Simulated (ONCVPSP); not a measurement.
## Varying the ONCV potential for Cs

Base potential:

caesium (Cs), optimised norm-conserving Vanderbilt (ONCV), made with ONCVPSP 4.0.1 (PBE, fully relativistic). Core [Kr] 4d10, reference 5s2 5p6 6s1. Waves: 5s+6s: rc 2.55 bohr, ncon 4, nbas 9, qcut 4.7 1/bohr, 2 projectors; 5p: rc 3.10 bohr, ncon 3, nbas 7, qcut 4.4 1/bohr, 3 projectors, debl 1.6 Ha; d scattering state at 0.19 Ha: rc 3.15 bohr, ncon 4, nbas 7, qcut 2.8 1/bohr, 2 projectors, debl 0.9 Ha. Local part: polynomial inside 2.45 bohr (lpopt 1, dvloc0 1 Ha). Core correction: Teter function, fcfact 3.5, rcfact 1.4.

Open shells are filled in proportion to 2j + 1.

In the d channel the program set the typed energies aside and used 0.050, 0.950 Ha (j = l + 1/2; the other j can differ).

All-electron outer shells of the reference configuration (PBE, scalar-relativistic, ld1.x):

```csv
shell,level (eV),outermost node (bohr),outermost maximum (bohr)
5s,-26.73,0.82,1.54
5p,-13.52,0.89,1.79
6s,-2.09,2.11,4.80
```

Cutoffs, loose and tight: the cutoffs (Ha) at which the residual kinetic energy of the hardest occupied pseudo-wave falls to 1 and 0.1 mHa per electron. They do not see the model core or the augmentation charge, which bear on the density cutoff. Test errors are all-electron minus pseudo excitation energies from the reference, over the configurations 5s2 5p6 6s0; 5s2 5p6 6s0.5; 5s2 5p6 6s0 6p1; 5s1 5p6 6s1. A dash means not determined; rows that change the core or the reference have their own tests.

```tsv
change	outcome	cutoff, loose	cutoff, tight	bound ghosts	GHOST(+) flags above zero	largest test error (meV)
base	generated, projector energies reset by the program	7.5 Ha	8.9 Ha	none	none	-29
functional PBEsol	generated, projector energies reset by the program	7.5 Ha	8.9 Ha	none	d3/2	-30
core correction Teter function, fcfact 1.6, rcfact 1.4	generated, projector energies reset by the program	7.5 Ha	8.9 Ha	none	none	-24
s: nproj 3	generated, projector energies reset by the program	7.5 Ha	8.9 Ha	none	none	-30
d: nbas 9	generated, projector energies reset by the program	7.5 Ha	8.9 Ha	none	none	-29
core correction polynomial model core, fcfact 0.25	generated, projector energies reset by the program	7.5 Ha	8.9 Ha	none	none	-26
```
